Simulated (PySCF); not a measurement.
Computed shifts of a molecule C2H8BFN2, PySCF with PBE0/pcSseg-1, GIAO, gas phase, equivalent atoms averaged, in ppm (number of nuclei): ¹³C: 88.3 (1), 23.7 (1). ¹⁹F: -248.4 (1). ¹⁵N: 65.2 (1), 59.4 (1). ¹H: 4.67 (1), 3.40 (1), 2.41 (1), 2.29 (1), 1.90 (1), 1.59 (3). References: ¹³C against TMS (σ = 186.3 ppm); ¹⁹F against CFCl3 (σ = 167.2 ppm); ¹¹B against BF3 (σ = 88.8 ppm); ¹⁵N against NH3 (σ = 267.4 ppm); ¹H against TMS (σ = 31.56 ppm), references at their B3LYP-D3(BJ)/def2-TZVP geometries, non-relativistic. Coordinates come from a r2SCAN-D4/def2-SVP optimisation. The values are those of a single conformer.

Question: Pick the molecule that these values belong to.
(A) CNB(F)NC
(B) CN(C)B(N)F
(C) CCNB(N)F
(D) C[C@H](F)B(N)N

Answer: D, C[C@H](F)B(N)N
